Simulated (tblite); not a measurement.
Isomers of C4H3N2O (doublet state). All values are computed: GFN2-xTB (tblite) harmonic vibrations without scaling, gas phase. Against measured fundamentals such values can be off by several per cent, at times by over 20. One conformer each. Open shells enter through the occupations alone, without spin polarisation, and single modes of such species can be off by tens of per cent.

Electronic energies: GFN2-xTB at the same geometries; isomer energies are rough at this level and their order can be wrong.

```json
{"SMILES": "O=[C]c1ncc[nH]1", "electronic energy, lowest = 0 (kJ/mol)": "0.0"}
{"SMILES": "O=Cc1n[c]c[nH]1", "electronic energy, lowest = 0 (kJ/mol)": "118.9"}
{"SMILES": "N#C[CH]OCC#N", "electronic energy, lowest = 0 (kJ/mol)": "190.0"}
```

**Question.** How do GFN2-xTB zero-point energies change the relative energies?

**Answer.** 
```
         SMILES  ZPE (kJ/mol)  of it from modes above 1550 cm⁻¹  electronic (kJ/mol)  with ZPE, lowest = 0 (kJ/mol)  lowest mode (cm⁻¹)  rings
O=[C]c1ncc[nH]1         169.6                              72.1                  0.0                            0.0                  88      1
O=Cc1n[c]c[nH]1         171.7                              66.8                118.9                          121.0                 144      1
   N#C[CH]OCC#N         163.8                              81.3                190.0                          184.2                  36      0
```

The zero-point energies span 7.9 kJ/mol, from `N#C[CH]OCC#N` to `O=Cc1n[c]c[nH]1`. The order is unchanged.

**Question.** What do entropy and thermal enthalpy add at 298.15 K and 1 bar (rigid rotor, harmonic oscillator, one conformer each)?

**Answer.** 
```csv
SMILES,point group,symmetry number,S (J/(mol K)),H − H(0) (kJ/mol),ZPE + H − H(0) − TS (kJ/mol)
O=[C]c1ncc[nH]1,Cs,1,338.9,19.21,87.8
O=Cc1n[c]c[nH]1,Cs,1,324.3,17.41,92.4
N#C[CH]OCC#N,C1,1,361.4,21.48,77.5
```

S holds R ln(2S + 1) for the spin.
